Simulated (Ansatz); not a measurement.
Reaction (ligand exchange at a Zr–F bond): `[F][Zr]([F])([F])[Br]` + CH₃OH → `C[O][Zr]([F])([F])[Br]` + H–F

Program: Ansatz. Geometries: PBE0-D4/def2-TZVP. ΔE: electronic, gas phase. CBS: MP2 limit from def2 TZ/QZ plus the TZ coupled-cluster correction, frozen cores. This one scheme is used for every species. Functionals use def2-TZVPP. B3LYP here is the variant with VWN-RPA as its local correlation; programs differ in this. Elements past krypton have def2 core potentials. For Br, Zr outer-core shells are correlated without core-valence functions, which leaves a few kJ/mol of doubt a bond. Scalar relativity is left out up to krypton. Each species was taken in one conformer, which may not be the lowest.

(1) Is it downhill or uphill in electronic energy at CCSD(T)/CBS, and by how much? (Estimate.)

(2) What do these levels give: r2SCAN-D4, B3LYP-D4, ωB97X-V, PBE-QIDH, revPBE, RPA@PBE/def2-TZVPP? (Estimate.)

Largest T1 diagnostic among the species: 0.016.

Results:

(1) Computed: Uphill: ΔE = +17.7 kJ/mol.

(2) Ansatz gave: r2SCAN-D4 30.7, B3LYP-D4 24.7, ωB97X-V 30.0, PBE-QIDH 20.5, revPBE 35.9, RPA@PBE/def2-TZVPP 20.0 kJ/mol.

In def2-TZVPP, CCSD(T) changes the Hartree–Fock value by −12.5 kJ/mol (the triples alone add −1.7 kJ/mol) and MP2 by −18.1 kJ/mol. From BLYP to BHLYP (50 % exact exchange), in def2-TZVPP and without D4, ΔE moves by −6.6 kJ/mol.
